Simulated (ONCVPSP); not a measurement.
**Varying the ONCV potential for scandium (Sc)**

Base potential:

ONCVPSP 4.0.1 input, shortened (lines: element, Z, core and valence counts, functional; n l f; lmax; l rc ep ncon nbas qcut; lloc lpopt rc5 dvloc0; l nproj debl; icmod fcfact rcfact), LDA (Perdew-Wang 92), scalar-relativistic:

```
  Sc 21.00    3    5  -001012      upf
    1    0    2.00
    2    0    2.00
    2    1    6.00
    3    0    2.00
    3    1    6.00
    3    2    1.00
    4    0    1.75
    4    1    0.25
    2
    0    1.50    0.00    4    9    8.20
    1    1.90    0.00    5    9    6.70
    2    2.65    0.00    5    8    5.70
    4    2    1.30    0.00
    0    2    3.80
    1    2    3.10
    2    2    1.90
    1    0.55    0.00
```

Cutoffs, loose and tight: the cutoffs (Ha) at which the residual kinetic energy of the hardest occupied pseudo-wave falls to 1 and 0.1 mHa per electron. They do not see the model core or the augmentation charge, which bear on the density cutoff. Test errors are all-electron minus pseudo excitation energies from the reference, over the configurations 3s2 3p6 3d1 4s2 4p0; 3s2 3p6 3d1 4s1 4p0; 3s2 3p6 3d1 4s0 4p0; 3s2 3p6 3d1 4s1.5 4p0. A dash means not determined; rows that change the core or the reference have their own tests.

```tsv
change	outcome	cutoff, loose	cutoff, tight	bound ghosts	GHOST(+) flags above zero	largest test error (meV)
base	generated	23 Ha	27 Ha	none	none	-1.7
all radii but the core radius scaled by about 0.80 (s 1.20, p 1.52, d 2.12 bohr); local potential polynomial inside 1.04 bohr (lpopt 2, dvloc0 0 Ha)	generated	36 Ha	48 Ha	none	none	-0.4
all radii but the core radius scaled by about 0.85 (s 1.28, p 1.62, d 2.26 bohr); local potential polynomial inside 1.12 bohr (lpopt 2, dvloc0 0 Ha)	generated	26 Ha	41 Ha	none	none	-0.5
all radii but the core radius scaled by about 0.89 (s 1.34, p 1.70, d 2.36 bohr); local potential polynomial inside 1.16 bohr (lpopt 2, dvloc0 0 Ha)	generated	25 Ha	36 Ha	none	none	-0.7
all radii but the core radius scaled by about 1.04 (s 1.56, p 1.98, d 2.76 bohr); local potential polynomial inside 1.34 bohr (lpopt 2, dvloc0 0 Ha)	generated	22 Ha	26 Ha	none	none	-2.3
all radii but the core radius scaled by about 1.15 (s 1.72, p 2.18, d 3.04 bohr); local potential polynomial inside 1.50 bohr (lpopt 2, dvloc0 0 Ha)	generated	19 Ha	24 Ha	none	none	-5.1
all radii but the core radius scaled by about 1.20 (s 1.80, p 2.28, d 3.18 bohr); local potential polynomial inside 1.56 bohr (lpopt 2, dvloc0 0 Ha)	generated	18 Ha	23 Ha	none	none	-7.0
all radii but the core radius scaled by about 1.26 (s 1.90, p 2.40, d 3.34 bohr); local potential polynomial inside 1.64 bohr (lpopt 2, dvloc0 0 Ha)	generated	17 Ha	21 Ha	none	none	-10
```

Problem. What comes out with this change to the base: all radii but the core radius scaled by about 1.09 (s 1.64, p 2.06, d 2.88 bohr); local potential polynomial inside 1.42 bohr (lpopt 2, dvloc0 0 Ha)?

Solution. outcome: generated; cutoff, loose: 21 Ha; cutoff, tight: 25 Ha; bound ghosts: none; GHOST(+) flags above zero: none; largest test error (meV): -3.4.

Problem. What comes out with this change to the base: all radii but the core radius scaled by about 1.34 (s 2.00, p 2.54, d 3.54 bohr); local potential polynomial inside 1.74 bohr (lpopt 2, dvloc0 0 Ha)?

Solution. outcome: generated; cutoff, loose: 15 Ha; cutoff, tight: 20 Ha; bound ghosts: none; GHOST(+) flags above zero: none; largest test error (meV): -15.

Reading the sweep of the scale of all radii but the core radius (base = 1) (base included, trends over the rows without a ghost): The loose cutoff falls from 36 Ha at 0.8 to 15 Ha at 1.34. A larger radius leaves more room for a smooth pseudo-wave, so fewer plane waves are needed; a smaller one forces it to follow the all-electron wave where it bends sharply. The median size of the test errors (rows with all tests solved) stays near 0.2 meV.
